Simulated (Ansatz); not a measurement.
`I[SiH]1CO1` + H₂S → `S[SiH]1CO1` + HI at 700 K and 1 bar (ligand exchange at the Si–I bond).

Calculated with Ansatz (gas phase, PBE0-D4/def2-TZVP geometries, no zero-point term in ΔE). CCSD(T)/CBS is the MP2 limit (def2-TZVPP, def2-QZVPP) plus CCSD(T) − MP2 in def2-TZVPP, frozen cores. This one scheme is used for every species. def2 core potentials past Kr. For I outer-core shells are correlated without core-valence functions, which leaves a few kJ/mol of doubt a bond. Each species was taken in one conformer, which may not be the lowest.

```csv
species,CCSD(T)/CBS energy (Eh),H − E (kJ/mol),S (J/(mol·K))
`I[SiH]1CO1`,-701.56659,161.1,400.7
H₂S,-398.97279,64.8,236.9
`S[SiH]1CO1`,-802.49340,190.6,406.2
HI,-298.03592,34.6,231.7
```

H − E and S are ideal-gas, rigid-rotor, harmonic terms from PBE0-D4/def2-TZVP, for one conformer and one mirror image of each species. 1 Eh = 2625.50 kJ/mol, R = 8.31446 J/(mol·K).

Task: By hand: ΔE, ΔH, ΔS and ΔG.

Result: ΔE = (-802.49340) + (-298.03592) − (-701.56659) − (-398.97279) = 0.01006 Eh = 26.4 kJ/mol. Δ(H − E) = 190.6 + 34.6 − 161.1 − 64.8 = -0.7, so ΔH = 25.7 kJ/mol. ΔS = 406.2 + 231.7 − 400.7 − 236.9 = 0.3 J/(mol·K). ΔG = 25.7 − 700 × (0.3)/1000 = 25.5 kJ/mol.

Task: By hand: the equilibrium constant, and the temperature at which ΔG would vanish if ΔH and ΔS stayed fixed.

Result: log₁₀ K = −ΔG/(RT ln 10) = -1.9. ΔG = 0 at ΔH/ΔS = 85667 K, far beyond where these terms or the molecules hold.

The number of gas molecules stays the same, so ΔS is small and ΔH decides. A doubt of 5 kJ/mol in ΔE shifts log₁₀ K by 0.4 here. Other conformers and mirror images would add mixing entropy, several J/(mol·K) or more a flexible species. These are equilibria of isolated gas molecules and say nothing of rates. Largest T1 diagnostic: 0.013 (customary marks: 0.02 for closed shells, 0.045 for open ones).
